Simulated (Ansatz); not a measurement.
C3H9AlSe3 (`C[Se][Al]([Se]C)[Se]C`) at its PBE0-D4/def2-TZVP geometry, where that method's forces vanish. The species carries charge 0 and has multiplicity 1.

```json
{"atom": "C1", "x (Å)": "2.865", "y (Å)": "-1.272", "z (Å)": "0.760"}
{"atom": "Se2", "x (Å)": "2.254", "y (Å)": "0.485", "z (Å)": "0.123"}
{"atom": "Al3", "x (Å)": "0.000", "y (Å)": "-0.001", "z (Å)": "-0.003"}
{"atom": "Se4", "x (Å)": "-0.761", "y (Å)": "-2.104", "z (Å)": "0.570"}
{"atom": "C5", "x (Å)": "-2.672", "y (Å)": "-1.789", "z (Å)": "0.237"}
{"atom": "Se6", "x (Å)": "-1.492", "y (Å)": "1.616", "z (Å)": "-0.701"}
{"atom": "C7", "x (Å)": "-0.193", "y (Å)": "3.061", "z (Å)": "-0.995"}
{"atom": "H8", "x (Å)": "2.408", "y (Å)": "-1.506", "z (Å)": "1.719"}
{"atom": "H9", "x (Å)": "2.632", "y (Å)": "-2.041", "z (Å)": "0.028"}
{"atom": "H10", "x (Å)": "3.944", "y (Å)": "-1.192", "z (Å)": "0.878"}
{"atom": "H11", "x (Å)": "-3.043", "y (Å)": "-0.996", "z (Å)": "0.881"}
{"atom": "H12", "x (Å)": "-3.179", "y (Å)": "-2.722", "z (Å)": "0.476"}
{"atom": "H13", "x (Å)": "-2.838", "y (Å)": "-1.541", "z (Å)": "-0.809"}
{"atom": "H14", "x (Å)": "0.522", "y (Å)": "2.776", "z (Å)": "-1.764"}
{"atom": "H15", "x (Å)": "-0.768", "y (Å)": "3.922", "z (Å)": "-1.331"}
{"atom": "H16", "x (Å)": "0.321", "y (Å)": "3.303", "z (Å)": "-0.068"}
```

Problem. For each bond, give half the difference of the two atoms' forces along it (eV/Å; positive pushes the atoms apart) under PBE-D4, r2SCAN-D4, B3LYP-D4, ωB97M-V in def2-TZVPP. (Estimate.)

Solution. The calculation gave: 
```
   bond  length (Å)  PBE-D4  r2SCAN-D4  B3LYP-D4  ωB97M-V
 C1–Se2       1.966    0.20       0.20      0.33     0.07
  C1–H9       1.087    0.09      -0.05     -0.09    -0.06
 C1–H10       1.088    0.10      -0.05     -0.10    -0.06
Se2–Al3       2.309    0.09       0.00      0.03    -0.04
Al3–Se4       2.309    0.09       0.00      0.02    -0.04
Al3–Se6       2.309    0.09       0.00      0.02    -0.04
 Se4–C5       1.966    0.20       0.20      0.33     0.07
 C5–H11       1.087    0.09      -0.05     -0.09    -0.06
 C5–H12       1.088    0.10      -0.05     -0.10    -0.06
 C5–H13       1.087    0.09      -0.05     -0.09    -0.06
 Se6–C7       1.966    0.20       0.20      0.33     0.07
 C7–H14       1.087    0.09      -0.05     -0.09    -0.06
 C7–H15       1.088    0.10      -0.05     -0.10    -0.06
 C7–H16       1.087    0.09      -0.05     -0.09    -0.06
```

B3LYP here is the variant with VWN-RPA as its local correlation; programs differ in this.

Program: Ansatz 0.2.0.
